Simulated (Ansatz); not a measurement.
A calculation with Ansatz (development build ahead of 0.2.0).

```yaml
crystal:
  periodic: [false, false, false]
  atoms:
    - { symbol: H, position_ang: [1.20001, -1.0e-05, 0.37] }
    - { symbol: H, position_ang: [-1.0e-05, 1.2, 0.37] }
    - { symbol: H, position_ang: [-1.2, -1.0e-05, 0.37001] }
    - { symbol: H, position_ang: [1.0e-05, -1.2, 0.37001] }
    - { symbol: H, position_ang: [1.19999, 0.0, -0.36999] }
    - { symbol: H, position_ang: [-1.0e-05, 1.19999, -0.37001] }
    - { symbol: H, position_ang: [-1.2, 1.0e-05, -0.37001] }
    - { symbol: H, position_ang: [0.0, -1.2, -0.37] }
basis:
  gaussian: { orbitals: "6-31G" }
hamiltonian:
  xc: hf
```

The input is written out in the form of the current development build from the run's settings.

Results

| Quantity | Value |
| --- | --- |
| Converged | yes |
| Total energy | -4.37268 hartree |
| Spin squared of the determinant | 0.000 |

Caution: no unrestricted run beside it, a lower state can exist.
